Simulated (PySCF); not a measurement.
# One molecule, several mistakes: BH6OSi2

All numbers below are calculated, not measured. The program is PySCF 2.14.0, an open-source quantum chemistry code, run on an isolated molecule that a program drew, which may never have been made. The molecule is BH6OSi2 (charge 0, doublet), drawn as the SMILES string `B[SiH2][SiH]O`.

Each row is a Hartree-Fock (HF) and frozen-core CCSD(T) single point in the cc-pV(D+d)Z basis, meant for a local HF minimum. Run 1 is clean. Each other run has one planted mistake out of seven kinds, and not every kind appears here: one electron removed, one electron added, multiplicity raised by two, geometry at a saddle point, minimal basis STO-3G, one bond length entered in bohr, all coordinates scaled. The reference is restricted for singlets and unrestricted otherwise, and also for a bond in bohr. Adding or removing an electron swaps singlet and doublet. Electrons count all cores. HOMO and LUMO are orbital energies over both spins, the gradient is its largest component, and the lowest frequency (negative if imaginary) is given only where the gradient is small. Bond lengths are over the 9 bonds as drawn. T1 is the CCSD diagnostic: over 0.02 (restricted) or 0.045 (unrestricted) a single reference is doubtful.

Geometry of the clean run:
```xyz
10
BH6OSi2, angstrom
B    -1.2654   -1.4774   -1.2628
Si   -0.3778   -2.9323   -0.1633
Si    1.4029   -3.8353   -1.4603
O     2.5948   -2.7274   -1.7991
H    -2.1691   -1.7326   -2.0091
H    -0.8481   -0.3527   -1.2456
H    -1.2885   -4.0573    0.1685
H     0.2133   -2.4179    1.1003
H     0.9467   -4.3217   -2.7843
H     3.0355   -2.3071   -1.0756
```

```
run,electrons,basis functions,<S^2>,HOMO (eV),LUMO (eV),gradient (hartree/bohr),lowest frequency (cm^-1),mean bond (Å),longest bond (Å),T1,HF (hartree),CCSD(T) (hartree),mistake
1,47,104,0.770,-8.20,0.79,1.3e-05,53,1.5412,2.381,0.0202,-680.88432,-681.40755,no fault
2,46,104,0.000,-16.25,-6.24,6.0e-02,-,1.5412,2.381,0.0201,-680.61812,-681.13944,one electron removed
3,47,104,3.766,-6.99,-1.89,4.9e-02,-,1.5412,2.381,0.0214,-680.75227,-681.26503,multiplicity raised by two
4,47,104,0.769,-8.23,0.76,8.9e-03,-,1.5566,2.405,0.0202,-680.88348,-681.40771,all coordinates scaled
5,47,104,1.401,-8.37,0.46,1.7e-02,-,1.7055,3.141,0.0460,-680.76491,-681.25745,one bond length entered in bohr
6,47,34,0.755,-5.13,5.53,6.0e-02,-,1.5412,2.381,0.0179,-672.84859,-673.03791,?
```

**Which mistake was planted in run 6, and what did it cost?**

It has 34 basis functions where the clean run has 104, with the same electrons and geometry. So the mistake is: minimal basis STO-3G. Subtracting run 1 and multiplying by 627.51 kcal/mol a hartree, the energy moved by 5042.5 kcal/mol in HF and 5252.0 kcal/mol in CCSD(T).

Cautions from the logs. Run 2: T1 is over the limit, so its CCSD(T) energy is less reliable; run 5: T1 is over the limit, so its CCSD(T) energy is less reliable.
